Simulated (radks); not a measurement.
Species: Pb II. Configuration: [Hg] 6p1. Method: scalar-relativistic Kohn-Sham, SOGGA, spin-polarised, spherical densities, finite nucleus; open shells are filled with parallel spins first (spin-orbit coupling, left out, can overturn this in heavy ions); Fermi nuclear charge, rms radius 5.5012 fm; computed with a radial shooting solver on a logarithmic mesh with Libxc functionals.

Local quantities along the radius. ELF = 1/(1 + alpha^2) is the electron localisation function; alpha = (tau - tau_W)/tau_unif compares the Pauli kinetic energy density with that of the uniform gas (summed over spins); -r V(r) is the screened charge that the Kohn-Sham potential of spin up presents (atomic units). tau is taken from the large components.

r (bohr),ELF,alpha,-r V(r)
0.001136,0.999,0.02333,81.42
0.001539,0.999,0.02621,81.19
0.002103,0.999,0.03095,80.88
0.00285,0.999,0.03857,80.47
0.003862,0.997,0.05175,79.93
0.005276,0.994,0.07717,79.18
0.00715,0.984,0.1284,78.22
0.009769,0.941,0.2494,76.94
0.01324,0.777,0.5357,75.33
0.01809,0.448,1.109,73.22
0.02451,0.339,1.397,70.65
0.03322,0.541,0.9219,67.50
0.04539,0.736,0.5985,63.55
0.06151,0.637,0.7556,58.95
0.08403,0.356,1.344,53.43
0.1139,0.530,0.9426,47.43
0.1543,0.712,0.6364,40.89
0.2109,0.377,1.286,33.81
0.2858,0.433,1.144,26.89
0.3904,0.718,0.6269,20.14
0.5291,0.493,1.014,14.58
0.7171,0.348,1.367,10.21
0.9796,0.651,0.7318,6.814
1.328,0.557,0.8920,4.436
1.814,0.383,1.270,2.961
2.458,0.401,1.222,2.219
3.358,0.411,1.198,1.774
4.551,0.194,2.041,1.470
6.168,0.026,6.063,1.360
8.427,0.001,38.23,1.148

On this mesh the ELF has minima near r = 0.025, 0.084, 0.25, 0.62, 2.1 bohr, which separate the shells, and maxima near 0.045 (0.74), 0.15 (0.71), 0.39 (0.72), 0.98 (0.65), 2.9 (0.43).
